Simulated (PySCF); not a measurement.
C$_{2}$Cl$_{2}$O$_{2}$Pt, charge -1, doublet, at a GFN2-xTB geometry (such geometries of metal compounds can be far from the true shape) (the multiplicity is a formal guess) (core potentials on Pt). Base run: PBE0/def2-SVP in PySCF.

PySCF was given this input:
```python
from pyscf import gto, scf, dft

mol = gto.Mole()
mol.atom = '''
    Pt    0.06480347   -0.01452783    0.17195661
    Cl    1.69255783   -0.77775687   -1.54203070
    Cl   -2.24249567    0.90104355    0.08276550
    O     1.27853031    2.77339943    0.23086037
    C     0.84369178    1.70694216    0.27963943
    O    -0.96477093   -2.84373893    0.60170309
    C    -0.54632550   -1.77360661    0.50942479
'''
mol.basis = 'def2-svp'
mol.ecp = {'Pt': 'def2-svp'}
mol.charge = -1
mol.spin = 1
mol.verbose = 4
mol.build()

mf = dft.UKS(mol)
mf.xc = 'pbe0'
mf.kernel()
```

The base run was repeated with changes; each row names its change, and settings that it needs were set with it.

| change | ΔE vs base (mEh) | fitting functions | outcome |
|---|---|---|---|
| base | 0.000 | - | converged |
| auxbasis = cc-pvdz-jkfit | - | - | input refused |
| auxbasis = def2-universal-jkfit | 0.050 | 787 | converged |
| auxbasis = default (with mf = mf.density_fit()) | 0.050 | 787 | converged |
| auxbasis = even-tempered beta=1.6 | 0.024 | 1520 | converged |
| auxbasis = def2-universal-jfit | 1089.8 | 387 | converged |
| auxbasis = cc-pvtz-ri | - | - | input refused |
| auxbasis = cc-pvqz-jkfit | - | - | input refused |
| only_dfj = on; auxbasis = def2-universal-jfit | -0.351 | 387 | converged |
| auxbasis = even-tempered beta=2.0 | -0.406 | 1034 | converged |

A fitting set is made for a task (jfit for Coulomb, jkfit for Coulomb and exchange, ri for correlation) and for a family of orbital bases.

Open shells are given as the SCF converged; they aren't shown to be the lowest states, and a large step between rows can be another state.

- auxbasis = cc-pvdz-jkfit: ended with `pyscf.lib.exceptions.BasisNotFoundError: Basis set not found for Pt in cc-pvdz-jkfit`
- auxbasis = cc-pvtz-ri: ended with `pyscf.lib.exceptions.BasisNotFoundError: Basis set not found for Pt in cc-pvtz-ri`
- auxbasis = cc-pvqz-jkfit: ended with `pyscf.lib.exceptions.BasisNotFoundError: Basis set not found for Pt in cc-pvqz-jkfit`
